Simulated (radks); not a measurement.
The numbers below are computed, except where a source is named.
Task: The fluorine anion F-, [Ne], held by a Watson sphere: a shell of charge +1 at radius R that stands for the Madelung well of a crystal (potential energy -1/R inside, -1/r outside, in hartree with lengths in bohr). Code: a radial shooting solver on a logarithmic mesh with Libxc functionals. Model: scalar-relativistic Kohn-Sham, PBEsol, spin-unpolarised, spherical densities, finite nucleus; Fermi nuclear charge, rms radius of each element as measured or else 0.836 A^(1/3) + 0.57 fm. Response by self-consistent Sternheimer equations with the Hartree and adiabatic LDA kernel, the relativistic mass of each level held fixed and spin-orbit coupling left out. The sphere does not respond.

| R (bohr) | e(1s) (eV) | e(2s) (eV) | e(2p) (eV) | <r> 2p (bohr) | sum of <r^2> (bohr^2) | X-ray form factor at sin(theta)/lambda = 0.1 1/angstrom | alpha (bohr^3) |
|---|---|---|---|---|---|---|---|
| 1.71 | -656.95 | -28.368 | -9.935 | 1.194 | 14.28 | 9.049 | 6.633 |
| 2.17 | -656.27 | -26.806 | -8.553 | 1.233 | 15.30 | 8.994 | 8.587 |
| 2.55 | -655.59 | -25.760 | -7.568 | 1.256 | 15.98 | 8.961 | 10.35 |
| 3.09 | -654.65 | -24.568 | -6.405 | 1.279 | 16.73 | 8.927 | 12.96 |
| 3.25 | -654.39 | -24.268 | -6.107 | 1.285 | 16.92 | 8.920 | 13.74 |
| 3.28 | -654.34 | -24.213 | -6.053 | 1.286 | 16.95 | 8.919 | 13.88 |
| 3.51 | -653.99 | -23.822 | -5.663 | 1.292 | 17.19 | 8.909 | 15.00 |
| 3.94 | -653.41 | -23.182 | -5.023 | 1.302 | 17.58 | 8.896 | 17.07 |

Estimate the row for R = 1.97 bohr.

Result: e(1s) (eV) -656.60; e(2s) (eV) -27.442; e(2p) (eV) -9.130; <r> 2p (bohr) 1.218; sum of <r^2> (bohr^2) 14.89; X-ray form factor at sin(theta)/lambda = 0.1 1/angstrom 9.016; alpha (bohr^3) 7.708.
